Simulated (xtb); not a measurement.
C₄H₉BO₂, singlet, at a GFN2-xTB geometry; GFN0-xTB (xtb).

Here is a job for xtb.
```
$ xtb mol.xyz --gfn 0 --grad --json

# file mol.xyz
16

C      2.74338389     0.22549765     0.34904990
C      1.68139064     0.62888805    -0.32425605
C      0.80047299    -0.27060804    -1.14238911
O     -0.57838517    -0.02186098    -0.94608282
B     -1.20809889    -0.13669847     0.25588193
C     -2.77583325     0.13522956     0.27725420
O     -0.58854932    -0.47429655     1.41240523
H      3.05626289    -0.80687322     0.35340920
H      3.35672123     0.91063240     0.90849215
H      1.37749951     1.66695013    -0.31933828
H      1.02976826    -1.32529384    -0.93473261
H      0.98487861    -0.08235605    -2.20816575
H     -3.12717273     0.51900514    -0.67461270
H     -3.31986614    -0.78059269     0.49217018
H     -3.03772306     0.84691425     1.05465550
H      0.35911633    -0.60967682     1.36017987
```

What the program printed (banner, timings and long lists left out):

```
   ID    Z sym.   atoms
    1    6 C      1-3, 6
    2    8 O      4, 7
    3    5 B      5
    4    1 H      8-16

           -------------------------------------------------
          |                Calculation Setup                |
           -------------------------------------------------

           -------------------------------------------------
          |                 G F N 0 - x T B                 |
           -------------------------------------------------

          ...................................................
          :                      SETUP                      :
          :.................................................:
          :  # basis functions                  46          :
          :  # atomic orbitals                  46          :
          :  # shells                           32          :
          :  # electrons                        40          :
          :  electronic temp.          300.0000000     K    :
          :  accuracy                    1.0000000          :
          :  -> integral cutoff          0.2500000E+02      :
          :  -> integral neglect         0.1000000E-07      :
          ...................................................

         :::::::::::::::::::::::::::::::::::::::::::::::::::::
         ::                     SUMMARY                     ::
         :::::::::::::::::::::::::::::::::::::::::::::::::::::
         :: total energy             -21.365044385837 Eh    ::
         :: gradient norm              0.019828415359 Eh/a0 ::
         :: HOMO-LUMO gap              4.467384268250 eV    ::
         ::.................................................::
         :: H0 energy                -21.549508965203 Eh    ::
         :: repulsion energy           0.290058553517 Eh    ::
         :: electrostat energy        -0.057343136051 Eh    ::
         :: -> Gsolv                   0.000000000000 Eh    ::
         ::    -> Gsasa                0.000000000000 Eh    ::
         ::    -> Gshift               0.000000000000 Eh    ::
         :: dispersion energy         -0.004559840957 Eh    ::
         :: short-range corr.         -0.043690997143 Eh    ::
         :: add. restraining           0.000000000000 Eh    ::
         :: total charge               0.000000000000 e     ::
         :::::::::::::::::::::::::::::::::::::::::::::::::::::

           -------------------------------------------------
          |                Property Printout                |
           -------------------------------------------------

    * Orbital Energies and Occupations

         #    Occupation            Energy/Eh            Energy/eV
      -------------------------------------------------------------
         1        2.0000           -0.6917478             -18.8234
       ...           ...                  ...                  ...
         8        2.0000           -0.5562663             -15.1368
         9        2.0000           -0.5389910             -14.6667
        10        2.0000           -0.5371533             -14.6167
        11        2.0000           -0.5289605             -14.3937
        12        2.0000           -0.5231179             -14.2348
        13        2.0000           -0.5151931             -14.0191
        14        2.0000           -0.4957705             -13.4906
        15        2.0000           -0.4747388             -12.9183
        16        2.0000           -0.4617954             -12.5661
        17        2.0000           -0.4525216             -12.3137
        18        2.0000           -0.4404448             -11.9851
        19        2.0000           -0.4263412             -11.6013
        20        2.0000           -0.4203074             -11.4371 (HOMO)
        21                         -0.2561341              -6.9698 (LUMO)
        22                         -0.1897810              -5.1642
        23                         -0.1545025              -4.2042
        24                         -0.1482118              -4.0330
        25                         -0.1387751              -3.7763
        26                         -0.1327672              -3.6128
        27                         -0.1064137              -2.8957
        28                         -0.0925325              -2.5179
        29                         -0.0881625              -2.3990
        30                         -0.0853582              -2.3227
        31                         -0.0721245              -1.9626
       ...                                ...                  ...
        46                          0.5387511              14.6602
      -------------------------------------------------------------
                  HL-Gap            0.1641734 Eh            4.4674 eV
             Fermi-level            0.0000000 Eh            0.0000 eV

     #   Z          covCN         q      C6AA      α(0)
     1   6 C        2.836    -0.356    40.282    10.368
     2   6 C        2.883    -0.124    32.828     9.363
     3   6 C        3.689     0.117    21.066     6.644
     4   8 O        1.637    -0.335    19.492     5.972
     5   5 B        2.484     0.189    33.691     9.822
     6   6 C        3.672    -0.259    29.044     7.811
     7   8 O        1.593    -0.497    22.688     6.441
     8   1 H        0.926     0.156     1.355     1.820
     9   1 H        0.926     0.163     1.305     1.787
    10   1 H        0.925     0.137     1.481     1.903
    11   1 H        0.923     0.058     2.223     2.332
    12   1 H        0.924     0.064     2.158     2.297
    13   1 H        0.925     0.125     1.576     1.963
    14   1 H        0.925     0.125     1.575     1.962
    15   1 H        0.925     0.127     1.556     1.951
    16   1 H        0.806     0.310     0.693     1.307

 Mol. C6AA /au·bohr⁶  :       2300.409006
 Mol. C8AA /au·bohr⁸  :      54879.003424
 Mol. α(0) /au        :         73.742752

Wiberg/Mayer (AO) data.
largest (>0.10) Wiberg bond orders for each atom

 ---------------------------------------------------------------------------
     #   Z sym  total        # sym  WBO       # sym  WBO       # sym  WBO
 ---------------------------------------------------------------------------
     1   6 C    3.991 --     2 C    1.976     9 H    0.978     8 H    0.977
     2   6 C    3.982 --     1 C    1.976     3 C    1.014    10 H    0.970
     3   6 C    3.953 --     2 C    1.014    11 H    0.968     4 O    0.961
                            12 H    0.961
     4   8 O    2.197 --     5 B    1.086     3 C    0.961
     5   5 B    3.175 --     7 O    1.122     4 O    1.086     6 C    0.927
     6   6 C    3.898 --    13 H    0.982    15 H    0.976    14 H    0.973
                             5 B    0.927
     7   8 O    2.176 --     5 B    1.122    16 H    0.969
     8   1 H    0.986 --     1 C    0.977
     9   1 H    0.989 --     1 C    0.978
    10   1 H    0.989 --     2 C    0.970
    11   1 H    0.987 --     3 C    0.968
    12   1 H    1.009 --     3 C    0.961
    13   1 H    0.986 --     6 C    0.982
    14   1 H    0.986 --     6 C    0.973
    15   1 H    0.986 --     6 C    0.976
    16   1 H    0.990 --     7 O    0.969
 ---------------------------------------------------------------------------

Topologies differ in total number of bonds
Writing topology from bond orders to xtbtopo.mol

 dipole moment from electron density (au)
     X       Y       Z
   0.9018  -0.1691  -0.1383  total (Debye):    2.358

           -------------------------------------------------
          | TOTAL ENERGY              -21.365044385837 Eh   |
          | GRADIENT NORM               0.019828415359 Eh/α |
          | HOMO-LUMO GAP               4.467384268250 eV   |
           -------------------------------------------------

normal termination of xtb
```
